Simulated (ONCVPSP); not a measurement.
## La: ONCV pseudisation with PBEsol, scalar-relativistic reference atom.

La (Z = 57), optimised norm-conserving Vanderbilt (ONCV), made with ONCVPSP 4.0.1 (PBEsol, scalar-relativistic). Core [Kr] 4d10, reference 5s2 5p6 5d1 6s2. Waves: 5s+6s: rc 2.40 bohr, ncon 4, nbas 8, qcut 4.3 1/bohr, 2 projectors; 5p: rc 1.70 bohr, ncon 5, nbas 10, qcut 4.6 1/bohr, 2 projectors, debl 0.7 Ha; 5d: rc 3.70 bohr, ncon 4, nbas 9, qcut 3.6 1/bohr, 2 projectors, debl 1.3 Ha; f scattering state at 0.36 Ha: rc 3.95 bohr, ncon 3, nbas 7, qcut 2.6 1/bohr, 2 projectors, debl 2.8 Ha. Local part: polynomial inside 1.05 bohr (lpopt 3, dvloc0 0 Ha). Core correction: none.

In the p channel the program set the typed energies aside and used -0.823, 0.250 Ha. In the f channel the program set the typed energies aside and used -0.161, 2.639 Ha.

All-electron outer shells of the reference configuration (PBEsol, scalar-relativistic, ld1.x):

```json
{"shell": "5s", "level (eV)": "-38.95", "outermost node (bohr)": "0.77", "outermost maximum (bohr)": "1.41"}
{"shell": "5p", "level (eV)": "-22.40", "outermost node (bohr)": "0.83", "outermost maximum (bohr)": "1.58"}
{"shell": "6s", "level (eV)": "-3.70", "outermost node (bohr)": "1.86", "outermost maximum (bohr)": "3.79"}
{"shell": "5d", "level (eV)": "-3.10", "outermost node (bohr)": "0.95", "outermost maximum (bohr)": "2.21"}
```

(1) Estimate the cutoffs (Ha) at which the residual kinetic energy of the hardest occupied pseudo-wave falls to 1 and 0.1 mHa per electron.

(2) What does a ghost test show?

(3) Which valence shell sets the plane-wave cutoff?

(4) Tests: 5s2 5p6 5d1 6s1; 5s2 5p6 5d1 6s0; 5s2 5p6 5d0 6s0; 5s2 5p6 5d1 6s1 6p1. Which has the largest error in its energy relative to the reference configuration, and how large is it?

Answers

(1) 23 Ha and 97 Ha.

(2) Ghosts flagged at negative energy: s at -89.3 eV; GHOST(+) flagged for d at 38.7 eV, p at 61.6 eV, f at 167.1 eV, f at 264.9 eV. A true bound ghost makes a file unfit for plane-wave use.

(3) 5p: 23 Ha for 1 mHa per electron, against 7 Ha for 5s.

(4) 5s2 5p6 5d0 6s0, with +33 meV (all-electron minus pseudo) on +35.76 eV.
